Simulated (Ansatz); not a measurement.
`SC[NH][GeH3]` + `SS` → `S[S][GeH3]` + `NCS`  (ligand exchange at a Ge–N bond)

Gas-phase electronic energies from Ansatz, PBE0-D4/def2-TZVP geometries. CCSD(T)/CBS is the MP2 limit (def2-TZVPP, def2-QZVPP) plus CCSD(T) − MP2 in def2-TZVPP, frozen cores. This one scheme is used for every species. Functionals use def2-TZVPP. B3LYP here is the variant with VWN-RPA as its local correlation; programs differ in this. For Ge outer-core shells are correlated without core-valence functions, which leaves a few kJ/mol of doubt a bond. Scalar relativity is left out up to krypton. One conformer a species, not always the lowest.

| level | ΔE (kcal/mol) | difference from CCSD(T)/CBS |
| --- | --- | --- |
| PBE-D4 | -9.3 | -1.1 |
| r2SCAN-D4 | -8.8 | -0.6 |
| PBE0-D4 | -9.5 | -1.3 |
| B3LYP-D4 | -8.3 | -0.1 |
| ωB97X-V | -8.1 | 0.1 |
| ωB97M-V | -8.6 | -0.4 |
| B2PLYP | -8.3 | -0.1 |
| PBE | -9.6 | -1.4 |
| r2SCAN | -8.9 | -0.7 |
| PBE0 | -9.8 | -1.6 |
| B3LYP | -8.8 | -0.6 |
| HF/def2-TZVPP | -8.7 | -0.5 |
| MP2/def2-TZVPP | -7.8 | 0.4 |
| SCS-MP2/def2-TZVPP | -7.4 | 0.8 |
| CCSD/def2-TZVPP | -7.5 | 0.7 |
| CCSD(T)/def2-TZVPP | -7.4 | 0.8 |
| HF/def2-QZVPP | -8.6 | -0.4 |
| MP2/def2-QZVPP | -8.2 | 0.0 |
| SCS-MP2/def2-QZVPP | -7.8 | 0.4 |
| HF/CBS(def2) | -8.6 | -0.4 |
| MP2/CBS(def2) | -8.6 | -0.4 |
| CCSD/CBS(def2) | -8.3 | -0.1 |
| CCSD(T)/CBS | -8.2 | 0 |

Largest T1 diagnostic among the species: 0.012.

In def2-TZVPP, CCSD(T) changes the Hartree–Fock value by +1.3 kcal/mol (the triples alone add +0.1 kcal/mol) and MP2 by +0.9 kcal/mol.
